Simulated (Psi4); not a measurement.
FIn (SMILES [F][In]), singlet, at a GFN2-xTB geometry (such geometries of metal compounds can be far from the true shape) (all electrons, no relativity); B3LYP5/STO-3G in Psi4 1.11.

Here is a job for Psi4.
```
memory 2 GB

molecule {
0 1
In   -0.00000000   -0.00000000   -0.31421463
F     0.00000000    0.00000000    1.71072408
}

set {
  basis sto-3g
  scf_type pk
  puream true
  d_convergence 1e-8
  dft_radial_points 99
  dft_spherical_points 590
}

energy('b3lyp5')
print_variables()
```

**Question.** Predict the main parts of the log of this Psi4 run.

**Answer.** 
```
   => Loading Basis Set <=

    Name: STO-3G
    Role: ORBITAL
    Keyword: BASIS

         ---------------------------------------------------------
                                   SCF
               by Justin Turney, Rob Parrish, Andy Simmonett
                          and Daniel G. A. Smith
                              RKS Reference
         ---------------------------------------------------------

  ==> Geometry <==

    Molecular point group: c2v
    Full point group: C_inf_v

    Geometry (in Angstrom), charge = 0, multiplicity = 1:

       Center              X                  Y                   Z               Mass
    ------------   -----------------  -----------------  -----------------  -----------------
         IN           0.000000000000     0.000000000000    -0.287303557754   114.903878776000
         F            0.000000000000     0.000000000000     1.737635152246    18.998403162730

  Running in c2v symmetry.

  Rotational constants: A = ************  B =      0.25218  C =      0.25218 [cm^-1]
  Rotational constants: A = ************  B =   7560.13626  C =   7560.13626 [MHz]
  Nuclear repulsion =  115.246525118515819

  Charge       = 0
  Multiplicity = 1
  Electrons    = 58
  Nalpha       = 29
  Nbeta        = 29

  ==> Algorithm <==

  SCF Algorithm Type is PK.
  DIIS enabled.
  MOM disabled.
  Fractional occupation disabled.
  Guess Type is SAD.
  Energy threshold   = 1.00e-06
  Density threshold  = 1.00e-08
  Integral threshold = 1.00e-12

  ==> Primary Basis <==

  Basis Set: STO-3G
    Blend: STO-3G
    Number of shells: 14
    Number of basis functions: 32
    Number of Cartesian functions: 34
    Spherical Harmonics?: true
    Max angular momentum: 2

  ==> DFT Potential <==

   => LibXC <=

    Version 7.1.2
    S. Lehtola, C. Steigemann, M. J. T. Oliveira, and M. A. L. Marques,  SoftwareX 7, 1–5 (2018) (10.1016/j.softx.2017.11.002)

   => Composite Functional: B3LYP5 <=

    B3LYP5 Hyb-GGA Exchange-Correlation Functional

    P. J. Stephens, F. J. Devlin, C. F. Chabalowski, and M. J. Frisch,  J. Phys. Chem. 98, 11623 (1994) (10.1021/j100096a001)

    Deriv               =              1
    GGA                 =           TRUE
    Meta                =          FALSE

    Exchange Hybrid     =           TRUE
    MP2 Hybrid          =          FALSE

   => Exchange Functionals <=

    0.0800   Slater exchange
    0.7200         Becke 88

   => Exact (HF) Exchange <=

    0.2000               HF

[...]
   @RKS iter   7: -5782.96093788311737   -2.14273e-04   3.19249e-05 DIIS
   @RKS iter   8: -5782.96093819097041   -3.07853e-07   6.05926e-06 DIIS
   @RKS iter   9: -5782.96093820245642   -1.14860e-08   1.00832e-07 DIIS
   @RKS iter  10: -5782.96093820245733   -9.09495e-13   1.80545e-08 DIIS
   @RKS iter  11: -5782.96093820246097   -3.63798e-12   1.42761e-09 DIIS
  Energy and wave function converged.

  ==> Post-Iterations <==

   Electrons on quadrature grid:
      Ntotal   =   58.0000026339 ; deviation = 2.634e-06

    Orbital Energies [Eh]
    ---------------------

    Doubly Occupied:

[...]
    Virtual:

[...]
    Final Occupation by Irrep:
             A1    A2    B1    B2
    DOCC [    15,    2,    6,    6 ]
    NA   [    15,    2,    6,    6 ]
    NB   [    15,    2,    6,    6 ]

  @RKS Final Energy: -5782.96093820246097

   => Energetics <=

    Nuclear Repulsion Energy =            115.2465251185158195
    One-Electron Energy =               -8243.6509849122812739
    Two-Electron Energy =                2479.5250888706791557
    DFT Exchange-Correlation Energy =    -134.0815672793752924
    Empirical Dispersion Energy =           0.0000000000000000
    VV10 Nonlocal Energy =                  0.0000000000000000
    Total Energy =                      -5782.9609382024618753

Computation Completed

Properties will be evaluated at   0.000000,   0.000000,   0.000000 [a0]

Properties computed using the SCF density matrix

 Multipole Moments:

 ------------------------------------------------------------------------------------
     Multipole            Electronic (a.u.)      Nuclear  (a.u.)        Total (a.u.)
 ------------------------------------------------------------------------------------

 L = 1.  Multiply by 2.5417464519 to convert [e a0] to [Debye]
 Dipole X            :          0.0000000            0.0000000            0.0000000
 Dipole Y            :          0.0000000            0.0000000            0.0000000
 Dipole Z            :         -3.0182146            2.9495640           -0.0686506
 Magnitude           :                                                    0.0686506

 ------------------------------------------------------------------------------------

  Variable Map:
  ----------------------------------------------------------------------------
[...]
  Array Variable Map:
  ----------------------------------------------------------------------------
[...]
[...]
```
